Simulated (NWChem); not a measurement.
Species: CH₂NS, doublet; SMILES N[C]=S

```xyz
5

N      0.1387     1.5959     0.0000
C     -0.4254     0.4107     0.0000
S      0.0535    -1.1121     0.0000
H      1.1520     1.7214     0.0000
H     -0.4274     2.4366     0.0000
```
Atoms are numbered in this order, from 1.

Results from NWChem. Spin-unrestricted. In the optimisation the excess spin sits in a' (Cs, its own frame). Coordinates come from a PBE0/def2-SVP, spin-unrestricted optimisation. No stability test was run on the SCF state. Vertical excitations in the gas phase. Excited states of an open shell can be spin-contaminated.

Task: Predict the results for BHandHLYP/aug-cc-pVDZ, TDA. Quantities: lowest excitation (eV); oscillator strength of that lowest state; lowest state with f > 0.02 (eV); oscillator strength of that bright state; lowest empty minus highest occupied level, either spin (eV).

Result: 
```yaml
lowest excitation (eV): 2.86
oscillator_strength_of_that_lowest_state: 0.000
lowest state with f > 0.02 (eV): 3.70
oscillator_strength_of_that_bright_state: 0.023
lowest empty minus highest occupied level, either spin (eV): 5.61
```
